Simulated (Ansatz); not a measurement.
The same ligand exchange along the group O, Se, Te.

Program: Ansatz. Geometries: PBE0-D4/def2-TZVP. ΔE: electronic, gas phase. CCSD(T)/CBS is the MP2 limit (def2-TZVPP, def2-QZVPP) plus CCSD(T) − MP2 in def2-TZVPP, frozen cores. This one scheme is used for every species. Functionals use def2-TZVPP. B3LYP here is the variant with VWN-RPA as its local correlation; programs differ in this. Elements past krypton have def2 core potentials. For Se, Te outer-core shells are correlated without core-valence functions, which leaves a few kJ/mol of doubt a bond. Scalar relativity is left out up to krypton. Each species was taken in one conformer, which may not be the lowest.

```json
{"reaction": "`[OH][AlH][NH][SiH3]` + H–F → `[F][AlH][NH][SiH3]` + H₂O", "B3LYP-D4 (eV)": "-0.55", "B2PLYP (eV)": "-0.56"}
{"reaction": "`[SiH3][NH][AlH][SeH]` + H–F → `[F][AlH][NH][SiH3]` + H₂Se", "B3LYP-D4 (eV)": "-0.72", "B2PLYP (eV)": "-0.77"}
{"reaction": "`[SiH3][NH][AlH][TeH]` + H–F → `[F][AlH][NH][SiH3]` + H₂Te", "B3LYP-D4 (eV)": "-0.79", "B2PLYP (eV)": "-0.84"}
```

Question: Give the CCSD(T)/CBS values in the same order. (Best estimate.)

Answer: Computed: -0.56, -0.64, -0.68 eV.

Largest T1 diagnostic: 0.012, for `[F][AlH][NH][SiH3]`.
